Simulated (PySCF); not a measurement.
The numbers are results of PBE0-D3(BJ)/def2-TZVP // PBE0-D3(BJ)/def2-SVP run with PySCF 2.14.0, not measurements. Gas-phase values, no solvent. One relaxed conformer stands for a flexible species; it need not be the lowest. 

Reference species (SMILES): `C=C(F)c1ccc([SiH3])cc1` (F–C–C–C torsion 5°) (neutral, multiplicity 1).

| Quantity | Value |
|---|---|
| S1 oscillator strength | 0.024 |
| HOMO | -6.85 eV |

Changed species: `C=C([SiH3])c1cccc(F)c1` (Si–C–C–C torsion 144°).

**Question.** Predict the effect on the S1 oscillator strength and HOMO.

**Answer.** the S1 oscillator strength goes up by 0.016, to 0.040; the HOMO falls by 0.12 eV, to -6.97 eV.
